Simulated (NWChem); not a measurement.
System: GePH5; SMILES [GeH3][PH2]

Input file for NWChem:

```
start job
memory heap 200 mb stack 900 mb global 1100 mb
geometry units angstroms noautoz
  Ge     0.027304     0.768517    -0.016690
  P      0.100230    -1.575888    -0.093240
  H     -1.148409     1.242143    -0.909639
  H      1.354511     1.310116    -0.607617
  H     -0.161015     1.334887     1.416203
  H     -1.048906    -1.715039     0.766742
  H      1.016298    -1.658948     1.017412
end
basis spherical
  * library def2-svp
end
dft
  xc b3pw91
  iterations 150
  mulliken
end
task dft energy
```

Coordinates come from a PBE-D3(BJ)/def2-SVP optimisation.

Q: Give the results of this calculation. (B3PW91/def2-SVP.) Quantities: energy (Ha); highest occupied level (eV); orbital gap (eV); dipole (D).

A: 
```json
{
 "energy (Ha)": "-2420.98",
 "highest occupied level (eV)": "-7.40",
 "orbital gap (eV)": "7.57",
 "dipole (D)": "0.82"
}
```
